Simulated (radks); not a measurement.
All-electron atom: Nd II in [Xe] 4f4 5d1 (not the ground configuration). Method: scalar-relativistic Kohn-Sham, LDA (Slater exchange, Perdew-Wang correlation), spin-polarised, spherical densities, finite nucleus; open shells are filled with parallel spins first (spin-orbit coupling, left out, can overturn this in heavy ions); Fermi nuclear charge, rms radius 4.9123 fm; computed with a radial shooting solver on a logarithmic mesh with Libxc functionals.

Normalised radial functions P(r) = r R(r), r in bohr:

```
   r/bohr * 5s down, o 5p down, + 5d down (the largest magnitude, 0.895, reaches the edge; | marks zero, & curves that meet)
  0.00113                             &*
 0.001769                             & *
 0.002791                             & *
 0.004369                             &  *
 0.006893                             +o  *
  0.01079                             +o   *
  0.01702                             + o *
  0.02664                             +*  o
  0.04204                         *   |+    o
  0.06579                      *      | +  o
   0.1038                           * o   +
   0.1625                     o       |    +   *
   0.2563                        o    |+    *
   0.4012                 *      +    |         o
    0.633                     * +     |        o
   0.9988              o              |  +                  *
    1.563   o                         |             +            *
    2.466              o              |         *       +
     3.86                         o   |*           +
    6.091                             &     +
    9.533                             &+
```

5s down: eigenvalue -43.459 eV, 4 radial nodes at r = 0.0290, 0.115, 0.302, 0.719 bohr, <r> = 1.48 bohr, 90 % of the charge inside 2.14 bohr. 5p down: eigenvalue -25.337 eV, 3 radial nodes at r = 0.102, 0.303, 0.771 bohr, <r> = 1.75 bohr, 90 % of the charge inside 2.58 bohr. 5d down (empty): eigenvalue -5.627 eV, 2 radial nodes at r = 0.283, 0.883 bohr, <r> = 3.12 bohr, 90 % of the charge inside 5.01 bohr.
